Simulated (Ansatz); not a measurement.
P₂H₆Au₁₃⁺ (relaxed from a model of Au13(PH3)2, whose bonding it doesn't keep), 21 atoms. Hardware: 2 threads of AMD EPYC 7R13 on a shared host and a share (18 GiB) of an NVIDIA H100 80GB HBM3.

In the def2 sets Au takes a core potential; there is no spin–orbit coupling. Correlated methods freeze 10 core orbitals; core or outer-core shells of Au are correlated, in sets that lack core-valence functions. Single mean-field runs in def2-SVP, def2-TZVP are fitted with def2-universal-jkfit.

Q: How many basis functions does each of these Ansatz runs have, and roughly what does it cost? r2SCANh-D4/def2-TZVP, charge 0 doublet at the geometry of the charge 1 singlet, energy, from earlier orbitals; PBE0-D4/def2-SVP, charge 1 singlet, energy, from earlier orbitals; RPA@PBE/def2-SVP, charge 1 singlet, energy, from earlier orbitals; r2SCANh-D4/def2-TZVP, charge 1 singlet, energy, from earlier orbitals; PBE-D4/def2-SVP, charge 1 singlet, energy, from earlier orbitals; r2SCAN-D4/def2-SVP, charge 1 singlet, relaxation, 33 steps; PBE-D4/def2-TZVP, charge 1 singlet, energy and forces, from earlier orbitals; BHLYP-D4/def2-TZVP, charge 1 singlet, energy, from earlier orbitals; r2SCAN-D4/def2-TZVP, charge 1 singlet, energy, from earlier orbitals; B3LYP-D4/def2-TZVP, charge 1 singlet, energy, from earlier orbitals; PBE0-D4/def2-TZVP, charge 1 singlet, energy and forces, from earlier orbitals; PBE-D4/def2-TZVP, charge 0 doublet at the geometry of the charge 1 singlet, energy, from earlier orbitals.

A: Other jobs shared the machine, so times can vary by a factor of up to 3. A dash marks memory too small to be measured apart from the calling script's.

```tsv
run	functions	fitting or Cholesky vectors	wall time	peak host memory (GiB)
PBE-D4/def2-SVP, charge 1 singlet, energy, from earlier orbitals	482	3575	13 s	–
PBE0-D4/def2-SVP, charge 1 singlet, energy, from earlier orbitals	482	3575	14 s	–
r2SCAN-D4/def2-TZVP, charge 1 singlet, energy, from earlier orbitals	630	3575	16 s	1.2
PBE-D4/def2-TZVP, charge 0 doublet at the geometry of the charge 1 singlet, energy, from earlier orbitals	630	3575	16 s	1.4
B3LYP-D4/def2-TZVP, charge 1 singlet, energy, from earlier orbitals	630	3575	17 s	1.1
BHLYP-D4/def2-TZVP, charge 1 singlet, energy, from earlier orbitals	630	3575	18 s	1.1
PBE-D4/def2-TZVP, charge 1 singlet, energy and forces, from earlier orbitals	630	3575	19 s	1.2
r2SCANh-D4/def2-TZVP, charge 1 singlet, energy, from earlier orbitals	630	3575	19 s	1.2
r2SCANh-D4/def2-TZVP, charge 0 doublet at the geometry of the charge 1 singlet, energy, from earlier orbitals	630	3575	21 s	1.8
PBE0-D4/def2-TZVP, charge 1 singlet, energy and forces, from earlier orbitals	630	3575	25 s	1.9
RPA@PBE/def2-SVP, charge 1 singlet, energy, from earlier orbitals	482	4872	30 s	3.7
r2SCAN-D4/def2-SVP, charge 1 singlet, relaxation, 33 steps	482	3575	6.1 min	1.2
```
